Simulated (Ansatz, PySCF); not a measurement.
Hf(OH)3(H) (H₄HfO₃), SMILES [OH][HfH]([OH])[OH], multiplicity 1.

Geometry: B3LYP-D3(BJ)/def2-SVP. The spin state was assumed, not searched. The structure was generated by enumeration; whether it is a known compound was not checked. The def2 effective core potentials stand for the cores of Hf; spin–orbit coupling is left out. Other conformers were not sampled.

Vertical ionisation energy (IE) and electron affinity (EA) in eV. Rows of orbital energies are one-electron estimates. Where ΔSCF, EOM or ADC give a negative EA the extra electron is unbound and the value depends on the basis.

```tsv
level	IE	EA
−ε(HOMO), −ε(LUMO), M06-2X/def2-TZVPD (PySCF)	?	?
−ε(HOMO), −ε(LUMO), PBE/def2-TZVPD (PySCF)	6.49	0.90
ΔSCF, PBE0/def2-SVPD (Ansatz), final states of multiplicity 2 and 2	10.15	-0.84
ΔSCF, PBE/def2-SVPD (Ansatz), final states of multiplicity 2 and 2	9.82	-0.68
```

**Question.** Complete the blanks. (Estimate from the structure and the level; the computed values follow.)

**Answer.** 
- −ε(HOMO), −ε(LUMO), M06-2X/def2-TZVPD (PySCF), IE: 9.09
- −ε(HOMO), −ε(LUMO), M06-2X/def2-TZVPD (PySCF), EA: 0.18

**Question.** What vertical singlet–triplet gap does ΔSCF give with PBE0/def2-SVPD (Ansatz, a quantum-chemistry and plane-wave program) and with PBE/def2-SVPD (Ansatz)? (The exact figures need the calculation; the answer reports its results.)

**Answer.** 5.57 and 5.55 eV (triplet above singlet where positive).
